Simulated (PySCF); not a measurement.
Compound: C4H11NSi.
SMILES: `C[Si@H]1CCCN1`

The closed-shell ground state was solved at several levels (PySCF, density fitting, gas phase, non-relativistic). Geometry: PBE0-D3(BJ)/def2-SVP, one conformer, isolated molecule.

```csv
level,basis functions,HOMO (eV),LUMO (eV),gap (eV),dipole (D)
PBE/pcSseg-1,164,-5.01,0.46,5.47,0.58
PBE0/pcSseg-1,164,-6.37,1.30,7.67,0.54
```

Q: Estimate the row for wB97X-D/def2-SVPD, a basis of 212 functions; the other rows only guide the guess.

A: HOMO -8.30 eV, LUMO 2.30 eV, gap 10.60 eV, dipole 0.47 D.

Q: Over all these levels, which gives the widest orbital gap and which the narrowest?

A: wB97X-D/def2-SVPD (range-separated hybrid) has the widest, 10.60 eV, and PBE/pcSseg-1 (GGA) the narrowest, 5.47 eV. Functional and basis both differ between the two, so the spread mixes both effects.

Q: How far do the dipole and the HOMO energy spread over the levels?

A: The dipole runs from 0.47 to 0.58 D (mean 0.53 D) and the HOMO from -8.30 to -5.01 eV.
